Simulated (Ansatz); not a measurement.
A structure relaxed at B3LYP/def2-SVPD in Ansatz, charge -1, singlet:

```xyz
7

Cs    0.257   -0.750    3.947
Cs   -0.660   -1.515   -2.152
Cs    1.874    3.627    0.350
Cs   -2.996    2.604    1.621
Cs    4.175    0.459   -2.883
Cs   -5.631   -0.670   -1.839
Cs    2.981   -3.754    0.956
```

Question: Give its formula.

Answer: the cluster Cs7⁻.

Question: Summarise the bond lengths by kind (pairs closer than 1.2 times the sum of covalent radii, bridged metal pairs left out).

Answer: 9 × Cs–Cs 5.04 to 5.82 Å.

In the def2 sets Cs takes a core potential; there is no spin–orbit coupling. The restricted singlet is unstable towards broken spin symmetry in Hartree–Fock (as tested in another run); at B3LYP/def2-SVPD this wasn't settled. Another isomer (singlet) lies 0.17 eV lower at PBE0/def2-TZVPD; other spin states weren't run for this one.
